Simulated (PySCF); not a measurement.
# C7H10Cl: g tensor and hyperfine couplings

Compound: C7H10Cl (doublet state).
Numbering: `[Cl:1][C@@H:2]1[C:3]2[CH2:4][CH2:5][CH2:6][C@@H:7]1[CH2:8]2` (hydrogens: H9 on C2; H10, H11 on C4; H12, H13 on C5; H14, H15 on C6; H16 on C7; H17, H18 on C8)

Cartesian coordinates in Å at the GFN2-xTB level; atoms count from 1:
```
atom  x, y, z in Å
Cl1    2.443   -1.711    1.234
C2     0.960   -0.755    0.990
C3     0.005   -1.309   -0.037
C4    -1.373   -0.776    0.148
C5    -1.350    0.748   -0.164
C6     0.018    1.378    0.142
C7     1.150    0.367   -0.049
C8     0.788   -0.648   -1.154
H9     0.581   -0.503    1.979
H10   -2.077   -1.264   -0.530
H11   -1.705   -0.953    1.172
H12   -1.575    0.886   -1.222
H13   -2.132    1.251    0.403
H14    0.048    1.745    1.171
H15    0.178    2.234   -0.517
H16    2.135    0.836   -0.090
H17    0.240   -0.297   -2.023
H18    1.657   -1.224   -1.464
```

The hyperfine couplings belong to this conformer and change with its torsions.

Level of theory: PySCF 2.14.0, UKS B3LYP, pcH-1 on C Cl H, non-relativistic, mean-field spin-orbit, GIAO. Geometry: GFN2-xTB; no solvent, vibrations or thermal averaging. A GFN2-xTB geometry isn't a minimum of the functional, and hyperfine couplings can be far from their values at a DFT geometry. Stability of the SCF solution: not tested.

| Quantity | Value |
| --- | --- |
| g1, g2, g3 | 2.00175, 2.00235, 2.00350 |
| g_iso | 2.00253 |
| Form of g | rhombic: the two nearest values differ by 34 % of g3 − g1 |
| ⟨S²⟩ | 0.7533 (exact 0.7500) |
| α and β electrons | 35, 34 |
| HOMO–LUMO gap, α and β orbitals | 6.19, 5.81 eV |
| Basis functions | 310 |

Isotropic coupling and dipolar principal values T1 to T3, in 10⁻⁴ cm⁻¹; ρ(0) is the spin density at the nucleus (1 × 10⁻⁴ cm⁻¹ = 2.998 MHz):

```csv
atom,isotope,a_iso,of which spin–orbit,T1,T2,T3,Mulliken spin population,ρ(0) (bohr⁻³)
Cl1,35Cl,4.2,0.1,-1.9,-1.8,3.7,0.02,0.0285
C2,13C,-5.4,0.0,-2.8,-1.5,4.3,-0.01,-0.0143
C3,13C,88.4,0.0,-24.0,-23.8,47.7,0.90,0.2357
C4,13C,-4.1,0.0,-1.0,-0.6,1.6,-0.06,-0.0110
C5,13C,12.6,0.0,-2.1,-1.9,4.0,0.06,0.0337
C6,13C,-1.5,0.0,-0.2,-0.2,0.4,0.00,-0.0040
C7,13C,16.7,0.0,-1.7,-1.5,3.2,0.03,0.0445
C8,13C,-1.6,0.0,-2.1,-1.2,3.3,-0.01,-0.0043
H9,1H,-0.3,0.0,-1.9,-0.9,2.8,0.00,-0.0002
H10,1H,15.9,0.0,-1.8,-1.6,3.4,0.02,0.0107
H11,1H,1.6,0.0,-1.8,-1.4,3.2,0.00,0.0011
H12,1H,-0.9,0.0,-1.2,-0.5,1.7,0.00,-0.0006
H13,1H,1.4,0.0,-1.2,-0.4,1.7,0.00,0.0009
H14,1H,0.0,0.0,-0.7,-0.4,1.1,0.00,0.0000
H15,1H,0.5,0.0,-0.6,-0.3,0.9,0.00,0.0003
H16,1H,22.2,0.0,-1.1,-0.5,1.6,0.04,0.0149
H17,1H,1.1,0.0,-1.7,-0.9,2.7,0.00,0.0007
H18,1H,13.6,0.0,-1.8,-1.7,3.5,0.01,0.0091
```

The largest Mulliken spin population is on C3 (+0.90). The angles at C3 add up to 317.0°, so it is pyramidal.

Axes: g3 points within 14° of the C2–C3 bond.

Under fast tumbling the dipolar parts average out, and these isotropic splittings remain (the largest six): 1 × 1H (H16, I = 1/2, 2 lines) with 2.37 mT, 1 × 1H (H10, I = 1/2, 2 lines) with 1.70 mT, 1 × 1H (H18, I = 1/2, 2 lines) with 1.45 mT, 1 × 35Cl (Cl1, I = 3/2, 4 lines) with 0.45 mT, 1 × 1H (H11, I = 1/2, 2 lines) with 0.17 mT and 1 × 1H (H13, I = 1/2, 2 lines) with 0.15 mT.

Main isotope only: 35Cl (natural samples also hold 24 % 37Cl, magnetic too, which adds its own pattern).

The 13C coupling of C3 (265.0 MHz) shows only in satellite lines or after enrichment, since that isotope makes up about 1.07 % of natural carbon.

Time: 2.4 min wall (with the writing of density and orbital grids); peak memory 1.0 GiB. Hardware: one thread of an Arm Neoverse V1, no GPU, shared host with 32 logical CPUs at a one-minute load of 44.
